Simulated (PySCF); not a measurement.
**Dipole moment and polarisability of `N#CCC1(S)CC1`**

Species: C5H7NS.
Structure used (GFN2-xTB), in Å, numbered top down from 1:
```xyz
14
C5H7NS angstrom
N      2.962    0.938    0.000
C      2.107    0.226   -0.260
C      0.994   -0.645   -0.552
C     -0.224   -0.233    0.258
S     -0.083   -0.620    2.024
C     -1.591   -0.368   -0.342
C     -0.997    0.992   -0.128
H      0.775   -0.584   -1.622
H      1.277   -1.674   -0.308
H      0.906    0.239    2.273
H     -2.396   -0.678    0.307
H     -1.672   -0.752   -1.348
H     -1.404    1.605    0.661
H     -0.656    1.555   -0.985
```

Level: PBE0/def2-SVPD (PySCF), static field, nuclei fixed, core orbitals frozen in the response. The polarisability tensor in these axes (au):

```
x   86.64  4.82  3.11
y    4.82 72.40 -1.55
z    3.11 -1.55 78.85
```

What are the eigenvalues, a third of the trace, and Δα (Δα² = ½Σ(αi − αj)² over the three pairs)?

Principal values 70.23, 78.89 and 88.78 au; mean 79.30 au = 11.75 Å³ = 13.07 × 10⁻⁴⁰ C²·m²/J; Δα = 16.07 au (20 % of the mean).

What is the dipole moment, and where does it point?

(-2.95, -1.30, -1.88) D, 3.73 D in size, pointing from the negative to the positive side. Measured along this direction, the outermost atoms are N1 at the negative end and H12 at the positive end.

Find the Langevin capture rate constant for H3O+ (19.018 u) meeting this molecule (113.030 u), k = 2.342 × 10⁻⁹ cm³/s × √(α in Å³ / reduced mass in u).

The reduced mass is 16.28 u, so k = 1.99 × 10⁻⁹ cm³/s. The formula leaves out the permanent dipole, which adds to the capture rate.

Give the principal axes and the span of the nuclei along them.

Largest value along (0.93, 0.25, 0.25), where the nuclei span 5.33 Å; middle along (-0.16, -0.34, 0.93), 3.53 Å; least along (-0.32, 0.91, 0.28), 4.09 Å. The strongest response lies along the longest span, while the other two are in reverse order.

Rayleigh depolarisation ratio (linearly polarised light, static tensor)?

ρ = 3Δα²/(45ᾱ² + 4Δα²) = 775.1/(282969 + 1033.5) = 0.00273.

Form Σ f/ω² (atomic units) for the 8 lowest TDDFT singlets, given as eV and f, and set it beside the mean polarisability, which is this sum over all singlets: 5.68, 0.0028; 6.38, 0.0428; 6.65, 0.0041; 6.95, 0.0113; 7.20, 0.0120; 7.40, 0.0038; 7.64, 0.0033; 7.75, 0.0413.

They add up to 1.86 au, 2.3 % of the 79.30 au; the largest single term is 0.78 au, from the state at 6.38 eV. Terms in order: 0.06, 0.78, 0.07, 0.17, 0.17, 0.05, 0.04, 0.51 au. Higher excitations give the rest. The strengths listed sum to 0.122.

Estimate the molar refractivity from the static electronic polarisability.

Lorentz–Lorenz: R = (4π/3)N_A α = 2.5225 cm³/(mol·Å³) × 11.75 Å³ = 29.6 cm³/mol, in the limit of long wavelengths.

The structure is a single GFN2-xTB conformer in the gas phase; no vibrational or solvent corrections.
